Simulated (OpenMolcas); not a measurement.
## Cu2+, Ag2+, Au2+: d⁹ down the group

| Quantity | Value |
| --- | --- |
| Program | OpenMolcas |
| Method | SS-CASPT2, IPEA 0.25 Eh, imaginary shift 0.1 Eh |
| Basis | ANO-RCC-VTZP |
| Scalar Hamiltonian | DKH2, point nucleus |
| Spin-orbit coupling | state interaction with AMFI integrals over the reference wave functions, term energies averaged over their components |

Active space for each ion: 9 electrons in 6 orbitals (d s); closed shells correlated by CASPT2: Cu2+ 3s 3p; Ag2+ 4s 4p; Au2+ 5s 5p.

Computed levels in cm-1 above ²D_5/2:

```csv
Level,Cu2+,Ag2+,Au2+
²D_3/2,2190,4630,13190
weight of ²D in the lowest level (%),100,100,100
```

Measured, with the error of the calculation in %. Measured levels: Cu2+ from Sugar and Musgrove, J. Phys. Chem. Ref. Data 19, 527 (1990); Ag2+ from Moore, Atomic Energy Levels, vol. III, NSRDS-NBS 35 (1971 reprint of NBS Circular 467, 1958); Au2+ from Iglesias, J. Res. Natl. Bur. Stand. 64A, 481 (1960).

| Level | Cu2+ | Ag2+ | Au2+ |
| --- | --- | --- | --- |
| ²D_3/2 | 2072 (+5.5) | 4607 (+0.4) | 12694 (+3.9) |

The fine-structure level ²D_3/2 changes by a factor of 6.02 from Cu2+ to Au2+.

CASPT2 does not keep the components of a term degenerate, so their means are used; among the terms shown or strongly mixed into the levels shown the widest spread is 12 cm-1 (4d⁹ ²D, Ag2+). Measured partners are found by configuration, term and J. A level has none where our copy of the source lacks it or the pairing is in doubt (some pairs that miss far off the trend of their configuration count as doubtful), and it then counts in no deviation. Only configurations of the active space appear.
